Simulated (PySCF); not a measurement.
**Correlation energy of Fe (iron, neutral)**

[Ar] 3d8, high-spin 3F determinant (an excited configuration). Calculation: PySCF 2.14, in def2-TZVPPD (6s6p4d2f1g, 67 functions); the non-relativistic Hamiltonian (point nucleus). Frozen: [Ar]; 8 electrons correlated.

| level | correlation energy (mhartree) |
| --- | --- |
| CCSD | -286.56 |
| (T) | -19.01 |
| CCSD(T) | -305.57 |

Diagnostics: T1 = 0.032, D1 = 0.0571, largest double amplitude 0.037.

**Question.** Is a single reference adequate?

**Answer.** Largely. T1 is above 0.03 while the doubles stay small, so the singles mainly relax the orbitals.
